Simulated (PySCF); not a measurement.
SMILES C[B](O)[GeH3], PBE0/def2-SVP optimised geometry. Atoms within 1.6 Å of the plane z = 0.6 Å (x, y, z in Å): B1 (-0.15, 0.70, 0.00), Ge2 (0.62, -1.25, 0.00), H3 (2.17, -1.25, 0.00), H4 (0.17, -2.06, 1.24), C6 (-1.69, 0.98, 0.01), H7 (-2.16, 0.53, -0.88), H8 (-1.92, 2.06, 0.02), H9 (-2.17, 0.50, 0.88), O10 (0.70, 1.76, -0.01), H11 (1.63, 1.51, -0.02).

Computed with PySCF with PBE0/def2-TZVP.

Map of the Laplacian of the electron density (e/bohr⁵), clipped to [-1.50, 1.50] on the plane z = 0.6 Å:

```
|33333333333333333333333333333|
|33333333333333333333333333333|
|33333333333333333333333333333|
|33333333333333333333333333333|
|33333333333333333333333333333|
|33333333333333333333333333333|
|33333333333333334333333333333|
|33333333333333445543333333333|
|33333333333333455554333333333|
|33333334444333455554333333333|
|33333334344333445543333333333|
|33333333133333334433333333333|
|33333330023333433333333333333|
|33333332234333333333333333333|
|33333333333333333333333333333|
|33333333333333333333333333333|
|33333333333333345433333333333|
|33333333333333499943333333333|
|33333333333333599943333333333|
|33333333333333489843333333333|
|33333333333333334433333333333|
|33333333333333333333333333333|
|33333333333333333333333333333|
|33333333333333333333333333333|
|33333333333333333333333333333|
|33333333333333333333333333333|
|33333333333333333333333333333|
|33333333333333333333333333333|
|33333333333333333333333333333|
```
Scale: ten equal steps from -0.793 (start of '0') to 1.50 (end of '9'), in the order '0123456789'; x runs from -4.50 to 4.50, y from -4.50 (bottom) to 4.50 (top).
